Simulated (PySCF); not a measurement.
Computed shifts of a molecule C4H8OSi, PBE/pcSseg-1 in PySCF, GIAO, gas phase, atoms alike by connectivity averaged where their shifts nearly agree, in ppm (number of nuclei): ¹³C: 198.5 (1), 46.1 (2), -0.2 (1). ²⁹Si: -50.0 (1). ¹H: 4.62 (1), 3.02 (2), 2.55 (2), 0.83 (3). References: ¹³C against TMS (σ = 182.0 ppm); ²⁹Si against TMS (σ = 335.4 ppm); ¹⁷O against H2O (σ = 334.3 ppm); ¹H against TMS (σ = 31.49 ppm), references at their B3LYP-D3(BJ)/def2-TZVP geometries, non-relativistic. Geometry: r2SCAN-D4/def2-SVP. One conformer was computed; it need not be the lowest.

Question: Which molecule gave these data?
A) C=C=CO[SiH2]C
B) C=C[C@@H]1OC[SiH2]1
C) [SiH3]O[C@H]1C=CC1
D) C[SiH]1CC(=O)C1

Answer: D, C[SiH]1CC(=O)C1
